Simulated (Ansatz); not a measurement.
Start from `[CH3][Ga]([Cl])[Cl]` and change one atom or group to get `[CH3][GaH][Cl]`.

Ansatz, PBE0-D4/def2-TZVP geometries, multiplicity 1. 

Scalar relativity is left out up to krypton.

```csv
property,`[CH3][Ga]([Cl])[Cl]`
LUMO energy (ωB97M-V/def2-TZVPP) / eV,0.55
size of the dipole moment (ωB97M-V/def2-TZVPP) / D,2.75
HOMO energy (PBE/def2-TZVPP) / eV,-7.46
HOMO–LUMO gap (B3LYP/def2-TZVPP) / eV,7.07
LUMO energy (B3LYP/def2-TZVPP) / eV,-1.46
HOMO energy (PBE0/def2-TZVPP) / eV,-8.79
```

(1) Give the same properties after the change, and the shifts. (An estimate is asked.)

Results:

(1) The calculation gave: 
| property | `[CH3][GaH][Cl]` | shift |
| --- | --- | --- |
| LUMO energy (ωB97M-V/def2-TZVPP) / eV | 0.36 | -0.19 |
| size of the dipole moment (ωB97M-V/def2-TZVPP) / D | 2.53 | -0.22 |
| HOMO energy (PBE/def2-TZVPP) / eV | -6.82 | 0.64 |
| HOMO–LUMO gap (B3LYP/def2-TZVPP) / eV | 6.26 | -0.81 |
| LUMO energy (B3LYP/def2-TZVPP) / eV | -1.62 | -0.16 |
| HOMO energy (PBE0/def2-TZVPP) / eV | -8.12 | 0.67 |

With PBE0 the HOMO rises by 0.67 eV and the LUMO falls by 0.15 eV, so the gap narrows by about 0.82 eV. PBE moves the HOMO by 0.64 eV and ωB97M-V by 0.65 eV. Dipoles are sizes alone; their direction can turn.

B3LYP here is the variant with VWN-RPA as its local correlation; programs differ in this.
